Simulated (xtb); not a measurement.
CH2F2O2Si, SMILES C([SiH](F)F)(O)=O. All values are semi-empirical tight-binding results from xtb (GFN2-xTB unless named), good for trends rather than for accurate numbers. The structure is a stationary point at GFN2-xTB. The structure was generated by enumeration, and PubChem lists no compound with its InChIKey, so it may never have been made. Other conformers were not sampled.

Computed properties:
| Item | Result |
|---|---|
| point group as xtb finds it | Cs |
| orbital gap | 3.79 eV |
| dipole moment | 3.63 D |
| zero-point energy | 23.0 kcal/mol |
| G − E(el) at 298.15 K (modified RRHO) | 2.5 kcal/mol |
| static polarisability (D4 model) | 56.2 bohr³ |
| solvation energy, GFN2-xTB/ALPB(water) | -5.4 kcal/mol |
| solvation energy, GFN2-xTB/ALPB(toluene) | -3.2 kcal/mol |
